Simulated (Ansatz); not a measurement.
Computed with Ansatz.

A structure relaxed at PBE0-D4/def2-TZVP, charge 0, multiplicity 1:

| atom | x (Å) | y (Å) | z (Å) |
| --- | --- | --- | --- |
| F1 | 0.4598 | -1.9621 | 0.5572 |
| C2 | 0.2402 | -1.0615 | -0.4942 |
| O3 | -1.0071 | -0.4696 | -0.3650 |
| C4 | -0.8585 | 0.7539 | 0.3861 |
| Ga5 | 1.1087 | 0.7072 | -0.0200 |
| H6 | 0.2719 | -1.6542 | -1.4101 |
| H7 | -1.1449 | 0.6108 | 1.4325 |
| H8 | -1.4948 | 1.5257 | -0.0518 |
| H9 | 2.4245 | 1.5497 | -0.0347 |

Task: Give its formula and SMILES.

Result: C2H4FGaO, `F[CH]1O[CH2][GaH]1`.

Task: Summarise the bond lengths by kind.

Result: 1 × C–F 1.402 Å; 2 × C–O 1.387 to 1.443 Å; 2 × C–Ga 2.009 to 2.027 Å; 3 × C–H 1.091 to 1.094 Å; 1 × Ga–H 1.563 Å.
